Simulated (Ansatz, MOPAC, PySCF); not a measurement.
Species: Si₂H₅, net charge 1, singlet state. SMILES of the parent species: [SiH2][SiH3]
Geometry: optimised at B3LYP-D3(BJ)/def2-TZVP (Ansatz, an electronic-structure program).

Unscaled harmonic wavenumbers (cm⁻¹) in rising order, each level at the stationary point that it reaches from this structure (no distance between atoms moves by over 0.3 Å); the order of modes can differ between levels, and a negative number is imaginary. B3LYP-D3(BJ)/def2-TZVP (PySCF, at the structure above): 51, 320, 351, 400, 603, 674, 816, 910, 925, 976, 2228, 2255, 2279, 2292, 2304.

AM1 (MOPAC): 76, 160, 304, 390, 450, 526, 593, 770, 770, 777, 2194, 2203, 2208, 2213, 2215. Zero-point energy 22.7 against 24.8 kcal/mol; where all levels lie over 400 cm⁻¹, the wavenumbers are on average 0.872 times those of B3LYP-D3(BJ)/def2-TZVP.

HF/3-21G (Ansatz): -19, 325, 379, 465, 642, 718, 879, 969, 973, 995, 2339, 2350, 2372, 2378, 2387. Zero-point energy 26.0 against 24.8 kcal/mol; where all levels lie over 400 cm⁻¹, the wavenumbers are on average 1.050 times those of B3LYP-D3(BJ)/def2-TZVP. The zero-point energy leaves imaginary modes out.

HF/6-31G* (Ansatz): -7, 401, 409, 461, 669, 738, 928, 1002, 1007, 1062, 2438, 2467, 2469, 2480, 2501. Zero-point energy 27.2 against 24.8 kcal/mol; where all levels lie over 400 cm⁻¹, the wavenumbers are on average 1.097 times those of B3LYP-D3(BJ)/def2-TZVP. The zero-point energy leaves imaginary modes out.

B3LYP/6-31G* (Ansatz): 35, 351, 364, 406, 611, 676, 820, 906, 916, 977, 2268, 2289, 2314, 2329, 2338. Zero-point energy 25.2 against 24.8 kcal/mol; where all levels lie over 400 cm⁻¹, the wavenumbers are on average 1.008 times those of B3LYP-D3(BJ)/def2-TZVP.
